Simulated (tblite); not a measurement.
Record of a relaxation.

Species: C5H12NSi (doublet state).
Numbering: `[CH3:1][CH2:2][CH2:3][CH:4]/[CH:5]=[N:6]/[SiH3:7]` (hydrogens: H8, H9, H10 on C1; H11, H12 on C2; H13, H14 on C3; H15 on C4; H16 on C5; H17, H18, H19 on Si7)
Bond orders are those of one Lewis drawing.

Computed with GFN2-xTB (tblite), gas phase: L-BFGS steps from a force-field or distance-geometry start until the largest atomic force falls under 0.01 eV/Å. 6 of its 211 geometries are shown.

Step 0: E = -582.1901 eV, largest atomic force 3.280 eV/Å
```
atom  x, y, z in Å  |  force x, y, z in eV/Å
C1     -2.812    0.324   -0.368   -1.609   0.831  -0.326
C2     -2.281   -1.044   -0.126    0.220  -1.583   1.125
C3     -0.797   -1.125   -0.464   -0.548   0.157  -0.050
C4     -0.083   -0.134    0.372    2.832   0.351  -1.618
C5      1.375   -0.084    0.171   -1.707  -0.113   0.572
N6      2.000    1.002    0.385    1.769   0.979   0.233
Si7     3.754    1.225    0.169   -1.085   0.561   0.506
H8     -2.402    0.775   -1.297   -0.446  -0.259   0.587
H9     -2.589    0.985    0.494   -0.329  -0.279  -0.680
H10    -3.934    0.201   -0.456    1.115   0.660   0.010
H11    -2.813   -1.845   -0.661   -0.021   0.418  -0.128
H12    -2.426   -1.275    0.960    0.163   0.003  -0.647
H13    -0.411   -2.156   -0.394    0.033   0.473   0.061
H14    -0.729   -0.787   -1.527    0.235  -0.351   0.399
H15    -0.562    0.849    0.498    0.462  -0.749   0.321
H16     1.968   -0.934   -0.176   -0.771  -0.541   0.002
H17     4.030    2.644    0.459   -0.247  -0.205  -0.082
H18     4.518    0.454    1.158   -0.112  -0.163  -0.118
H19     4.188    0.936   -1.188    0.043  -0.190  -0.168
```

Step 42: E = -582.9749 eV, largest atomic force 0.264 eV/Å
```
atom  x, y, z in Å  |  force x, y, z in eV/Å
C1     -2.988    0.291   -0.393   -0.017   0.137  -0.052
C2     -2.303   -1.017   -0.021   -0.035   0.016  -0.001
C3     -0.849   -1.066   -0.494    0.073   0.018   0.016
C4      0.067   -0.073    0.123    0.132   0.077   0.091
C5      1.434   -0.054   -0.115    0.046   0.041  -0.045
N6      2.215    0.856    0.391   -0.085  -0.197   0.020
Si7     3.879    1.232    0.321   -0.257   0.055   0.025
H8     -2.870    0.490   -1.462   -0.100  -0.043   0.163
H9     -2.550    1.129    0.151   -0.111  -0.084  -0.049
H10    -4.053    0.231   -0.157    0.194   0.101  -0.057
H11    -2.848   -1.833   -0.499    0.041  -0.078  -0.019
H12    -2.374   -1.173    1.058    0.139   0.038   0.001
H13    -0.437   -2.068   -0.338    0.006  -0.086   0.084
H14    -0.846   -0.929   -1.582    0.035   0.084  -0.062
H15    -0.330    0.691    0.776   -0.037  -0.057  -0.048
H16     1.821   -0.845   -0.776    0.025   0.099   0.012
H17     3.886    2.683    0.518   -0.004  -0.022  -0.002
H18     4.553    0.549    1.435   -0.069  -0.006  -0.050
H19     4.581    0.916   -0.929    0.024  -0.094  -0.026
```

Step 84: E = -583.0368 eV, largest atomic force 0.056 eV/Å
```
atom  x, y, z in Å  |  force x, y, z in eV/Å
C1     -2.951    0.291   -0.421   -0.012   0.009  -0.020
C2     -2.271   -1.010   -0.011   -0.024   0.020  -0.007
C3     -0.836   -1.075   -0.528   -0.031  -0.015  -0.009
C4      0.080   -0.141    0.167    0.013  -0.046  -0.006
C5      1.394    0.056   -0.210   -0.016   0.023   0.007
N6      2.175    0.830    0.477    0.006   0.019   0.033
Si7     3.826    1.211    0.368    0.012  -0.010  -0.019
H8     -3.056    0.335   -1.503    0.011   0.018  -0.006
H9     -2.362    1.148   -0.102   -0.032  -0.019   0.015
H10    -3.944    0.364    0.018    0.036  -0.003   0.010
H11    -2.841   -1.853   -0.409    0.018   0.003   0.006
H12    -2.264   -1.098    1.078   -0.008   0.008  -0.012
H13    -0.450   -2.096   -0.407   -0.004  -0.003   0.002
H14    -0.817   -0.871   -1.605   -0.006  -0.022  -0.006
H15    -0.270    0.376    1.047   -0.018   0.001   0.034
H16     1.748   -0.475   -1.103    0.011  -0.002  -0.002
H17     3.869    2.672    0.339   -0.007   0.021  -0.002
H18     4.412    0.680    1.602   -0.001   0.003   0.003
H19     4.547    0.666   -0.789    0.052  -0.004  -0.021
```

Step 126: E = -583.0513 eV, largest atomic force 0.030 eV/Å
```
atom  x, y, z in Å  |  force x, y, z in eV/Å
C1     -2.840    0.375   -0.439    0.001   0.013   0.009
C2     -2.304   -0.998   -0.055   -0.010   0.013   0.003
C3     -0.840   -1.167   -0.463   -0.007   0.004  -0.005
C4      0.093   -0.297    0.289   -0.010  -0.005   0.011
C5      1.345    0.053   -0.178   -0.026  -0.012   0.010
N6      2.167    0.754    0.539    0.001   0.008   0.001
Si7     3.776    1.252    0.307    0.007   0.021  -0.019
H8     -2.728    0.546   -1.507    0.004  -0.013  -0.024
H9     -2.297    1.156    0.088    0.014   0.009  -0.003
H10    -3.895    0.458   -0.190    0.005  -0.004   0.023
H11    -2.900   -1.772   -0.543   -0.005   0.010  -0.017
H12    -2.398   -1.139    1.023    0.003  -0.001   0.011
H13    -0.550   -2.213   -0.293    0.005  -0.004   0.012
H14    -0.727   -0.985   -1.536    0.009  -0.016  -0.013
H15    -0.187    0.025    1.282    0.002  -0.015  -0.008
H16     1.620   -0.306   -1.178    0.016  -0.013  -0.010
H17     3.703    2.706    0.140   -0.001   0.011   0.014
H18     4.444    0.883    1.555    0.000  -0.009   0.014
H19     4.507    0.677   -0.833   -0.006   0.003  -0.010
```

Step 168: E = -583.0728 eV, largest atomic force 0.067 eV/Å
```
atom  x, y, z in Å  |  force x, y, z in eV/Å
C1     -2.471    0.542   -0.512    0.016   0.020  -0.013
C2     -2.308   -0.909   -0.080   -0.001   0.003  -0.020
C3     -0.886   -1.417   -0.365   -0.022  -0.018  -0.005
C4      0.129   -0.661    0.398    0.005  -0.038  -0.001
C5      1.262   -0.095   -0.152    0.005   0.034   0.027
N6      2.093    0.589    0.574    0.020  -0.021   0.040
Si7     3.545    1.411    0.253   -0.019  -0.006  -0.042
H8     -2.307    0.643   -1.583    0.010   0.000   0.011
H9     -1.752    1.171    0.007    0.031   0.010  -0.006
H10    -3.469    0.903   -0.283   -0.065  -0.015   0.002
H11    -3.022   -1.537   -0.617   -0.018  -0.003  -0.012
H12    -2.519   -1.003    0.987    0.023   0.018   0.008
H13    -0.848   -2.472   -0.068    0.038  -0.015  -0.006
H14    -0.675   -1.360   -1.435   -0.010  -0.001   0.001
H15    -0.030   -0.549    1.460   -0.001   0.034   0.038
H16     1.431   -0.242   -1.224   -0.012  -0.017  -0.039
H17     3.196    2.827    0.399    0.014   0.020  -0.001
H18     4.455    0.974    1.312   -0.007  -0.024   0.004
H19     4.169    1.194   -1.062   -0.008   0.020   0.014
```

Step 210: E = -583.0800 eV, largest atomic force 0.010 eV/Å
```
atom  x, y, z in Å  |  force x, y, z in eV/Å
C1     -2.450    0.532   -0.594    0.000  -0.004   0.001
C2     -2.302   -0.889   -0.067    0.000   0.005  -0.002
C3     -0.886   -1.435   -0.317   -0.008   0.001   0.001
C4      0.136   -0.682    0.442    0.001   0.000   0.003
C5      1.242   -0.080   -0.124   -0.005  -0.007   0.001
N6      2.097    0.575    0.599    0.003   0.002  -0.006
Si7     3.528    1.421    0.250   -0.001   0.002  -0.005
H8     -2.267    0.562   -1.666    0.001   0.000  -0.001
H9     -1.737    1.194   -0.107    0.001  -0.007   0.002
H10    -3.454    0.904   -0.408   -0.003   0.002   0.001
H11    -3.026   -1.541   -0.559    0.009   0.004   0.000
H12    -2.508   -0.907    1.005    0.001   0.003  -0.004
H13    -0.869   -2.482    0.006    0.006   0.003   0.004
H14    -0.662   -1.406   -1.386   -0.002   0.000   0.002
H15     0.000   -0.586    1.510   -0.004  -0.004  -0.007
H16     1.367   -0.179   -1.210    0.001   0.004   0.005
H17     3.266    2.784    0.721   -0.001  -0.002   0.004
H18     4.546    0.755    1.065   -0.001   0.003  -0.004
H19     3.971    1.469   -1.152    0.001  -0.004   0.005
```

**Question.** Summarise the path.

**Answer.** The energy falls by 85.86 kJ/mol from step 0 to step 210; nine tenths of that is first reached at step 45. It falls at every step. The largest force goes from 3.280 to 0.010 eV/Å. Among the bonds C4–C5 changes most, from 1.473 to 1.381 Å; the atoms move by 0.757 Å rms after alignment.

What follows is the cost of the whole relaxation. On one thread, Arm Neoverse V2 (aarch64), no GPU (shared host), this took 1.3 s of wall time.
